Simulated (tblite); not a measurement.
C5H6GeN (doublet state).
SMILES with atom numbers: `[N:1]#[C:2][C@H:3]1[C:4]=[CH:5][CH2:6][GeH2:7]1` (hydrogens: H8 on C3; H9 on C5; H10, H11 on C6; H12, H13 on Ge7)
Bond orders are those of one Lewis drawing.

Computed with GFN2-xTB (tblite), gas phase: L-BFGS steps from a force-field or distance-geometry start until the largest atomic force falls under 0.01 eV/Å.

Step 26: E = -501.5602 eV
```
atom  x, y, z in Å  |  force x, y, z in eV/Å
N1     -3.4144    0.4580    0.7151    0.144  -0.035  -0.034
C2     -2.3556    0.0236    0.6558   -0.007  -0.015  -0.006
C3     -1.0272   -0.5050    0.6036    0.027   0.035   0.048
C4     -0.6191   -1.1400   -0.6454   -0.011   0.029   0.133
C5      0.5202   -0.9685   -1.2531   -0.049   0.004  -0.014
C6      1.5042    0.0361   -0.6554    0.016  -0.037  -0.120
Ge7     0.3922    1.0161    0.6781   -0.081  -0.071   0.045
H8     -0.8766   -1.1826    1.4536   -0.080   0.028  -0.018
H9      0.7998   -1.5006   -2.1505    0.057   0.054   0.054
H10     1.9217    0.6773   -1.4294    0.021   0.043  -0.068
H11     2.3383   -0.4977   -0.1945   -0.018   0.003   0.027
H12    -0.2018    2.3030    0.1655    0.022   0.023  -0.001
H13     1.0140    1.2809    2.0389   -0.042  -0.060  -0.047
```

Step 27: E = -501.5630 eV
```
atom  x, y, z in Å  |  force x, y, z in eV/Å
N1     -3.4187    0.4640    0.6985    0.113  -0.044  -0.031
C2     -2.3624    0.0230    0.6463    0.016   0.038  -0.016
C3     -1.0330   -0.5020    0.6030    0.046   0.019   0.049
C4     -0.6149   -1.1420   -0.6390   -0.057  -0.015   0.122
C5      0.5259   -0.9751   -1.2436   -0.063  -0.024  -0.031
C6      1.5026    0.0428   -0.6624    0.005  -0.014  -0.094
Ge7     0.3942    1.0099    0.6832   -0.072   0.000   0.068
H8     -0.8891   -1.1775    1.4545   -0.068   0.005   0.012
H9      0.8094   -1.5228   -2.1293    0.067   0.050   0.014
H10     1.8941    0.6905   -1.4448    0.043   0.033  -0.055
H11     2.3498   -0.4784   -0.2124    0.004   0.012   0.016
H12    -0.1935    2.3078    0.1861    0.028   0.004   0.008
H13     1.0311    1.2601    2.0420   -0.061  -0.064  -0.063
```

Question: Estimate the geometry and energy of step 28. (The exact step hangs on the optimiser's Hessian estimate; all steps are aligned on step 27, rigid shifts and turns removed.)

Answer: E = -501.5652 eV, largest force 0.114 eV/Å
```
atom  x, y, z in Å  |  force x, y, z in eV/Å
N1     -3.4205    0.4685    0.6845    0.045  -0.034  -0.028
C2     -2.3666    0.0226    0.6385    0.050   0.076  -0.022
C3     -1.0368   -0.4988    0.6038    0.055   0.000   0.049
C4     -0.6120   -1.1439   -0.6317   -0.062  -0.060   0.074
C5      0.5291   -0.9806   -1.2362   -0.056  -0.029  -0.029
C6      1.5013    0.0481   -0.6698   -0.024   0.018  -0.038
Ge7     0.3945    1.0047    0.6881   -0.034   0.051   0.044
H8     -0.9004   -1.1732    1.4556   -0.050  -0.021   0.053
H9      0.8184   -1.5394   -2.1119    0.059   0.036  -0.022
H10     1.8727    0.7015   -1.4579    0.050   0.011  -0.037
H11     2.3586   -0.4623   -0.2265    0.008   0.023  -0.007
H12    -0.1863    2.3116    0.2023    0.029  -0.010   0.018
H13     1.0436    1.2415    2.0434   -0.070  -0.061  -0.056
```

The energy changes by -0.0022 eV. The first-order estimate −F·Δx gives -0.0031 eV and the mean of the old and new forces, exact on a quadratic surface, -0.0022 eV. The step makes an angle of 80° with the force vector and moves no atom by more than 0.027 Å.

What follows is the cost of the whole relaxation. On one thread, Arm Neoverse V2 (aarch64), shared host with 96 logical CPUs at a one-minute load of 72, this took 0.31 s of wall time.
